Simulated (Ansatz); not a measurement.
Basis sets compared for the cluster BeBr₂. The state is a singlet with charge 0. Geometry PBE-D4/def2-TZVP. Ansatz on 4 threads of Arm Neoverse V1 on a shared host; times are rough, and most runs start from earlier orbitals.

```xyz
3

Be    0.0000   -0.0001    0.0000
Br   -0.7997   -0.2029   -1.7782
Br    0.7997    0.2030    1.7781
```

The structure comes from a short search, and lower isomers may exist.

Binding counts from free atoms (Be singlet, Br doublet) in the same basis, without a counterpoise term.

```csv
level,functions,energy (Eh),HOMO (eV),LUMO (eV),binding per atom (eV),wall time
PBE-D4/def2-SVP,73,-5161.7459,-7.47,-1.30,2.90,0.45 s
PBE-D4/def2-TZVP,115,-5162.3877,-7.58,-1.34,2.88,0.75 s
r2SCAN-D4/def2-TZVP,115,-5163.1564,-7.93,-0.91,2.93,1.6 s
PBE0-D4/def2-SVP,73,-5161.9322,-8.77,-0.53,2.86,0.65 s
PBE0-D4/def2-TZVP,115,-5162.5743,-8.85,-0.60,2.86,1.9 s
```

Estimate the rows for PBE-D4/def2-TZVPD, r2SCAN-D4/def2-TZVPD, PBE0-D4/def2-TZVPD.


```csv
level,functions,energy (Eh),HOMO (eV),LUMO (eV),binding per atom (eV),wall time
PBE-D4/def2-TZVPD,136,-5162.3891,-7.62,-1.40,2.89,0.95 s
r2SCAN-D4/def2-TZVPD,136,-5163.1572,-7.94,-0.95,2.93,2.3 s
PBE0-D4/def2-TZVPD,136,-5162.5755,-8.88,-0.73,2.86,1.4 s
```
